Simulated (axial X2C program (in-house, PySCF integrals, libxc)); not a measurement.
# Curves of GaCl⁺ by EOM-IP-CCSD

Computed with an in-house all-electron X2C program for linear molecules (integrals from PySCF): two-component X2C with atomic mean-field Coulomb and Gaunt terms, Gaussian nuclei, basis Ga dyall-cv3z, Cl dyall-av3z with contracted cores.

Energies in eV from the lowest point of the lowest state; states are followed by energy order within each Ω. Reference: GaCl, 20 electrons correlated in 82 virtual spinors with an MP2 remainder; levels at this size can be off by some tenths of an eV. Masses 68.926 and 34.969 u.

```json
{"R (Å)": "2.045", "(1)Ω=1/2": "0.0058", "(1)Ω=3/2": "2.3219", "(2)Ω=1/2": "2.4005", "(3)Ω=1/2": "5.0741"}
{"R (Å)": "2.134", "(1)Ω=1/2": "0.0000", "(1)Ω=3/2": "1.7836", "(2)Ω=1/2": "1.8581", "(3)Ω=1/2": "4.6159"}
{"R (Å)": "2.223", "(1)Ω=1/2": "0.0867", "(1)Ω=3/2": "1.3884", "(2)Ω=1/2": "1.4629", "(3)Ω=1/2": "4.3160"}
{"R (Å)": "2.323", "(1)Ω=1/2": "0.2292", "(1)Ω=3/2": "1.0718", "(2)Ω=1/2": "1.1466", "(3)Ω=1/2": "4.1399"}
{"R (Å)": "2.423", "(1)Ω=1/2": "0.3755", "(1)Ω=3/2": "0.8543", "(2)Ω=1/2": "0.9304", "(3)Ω=1/2": "4.1102"}
{"R (Å)": "2.556", "(1)Ω=1/2": "0.5308", "(1)Ω=3/2": "0.6735", "(2)Ω=1/2": "0.7556", "(3)Ω=1/2": "4.2565"}
```

Q: Fit the curves (1)Ω=1/2 near their minima.

A: At EOM-IP-CCSD from GaCl (the fit fixes ωe to about one per cent; ωe of higher roots by this method can be off by ten per cent):

```csv
state,Te (cm⁻¹),Re (Å),ωe (cm⁻¹)
(1)Ω=1/2,0,2.091,430.1
```

For GaCl at CCSD, and between the minima:

Re = 2.217 Å, ωe = 360.9 cm⁻¹; removing the electron costs 9.868 eV without zero-point terms.

No minimum in range: (1)Ω=3/2, (2)Ω=1/2; the order of states may turn beyond it. T1 of the reference reaches 0.012 (Lee–Taylor). Curves followed by order can swap character. Number of frozen shells: Ga 3 s, 2 p; Cl 2 s, 1 p. Roots with under 60 % one-particle weight at any point are counted in the labels but not shown, and the list ends where the roots sought for some Ω run out; states that need a further excitation are missing and may lie low or lowest. Curves with a minimum but no constants failed the fit check.
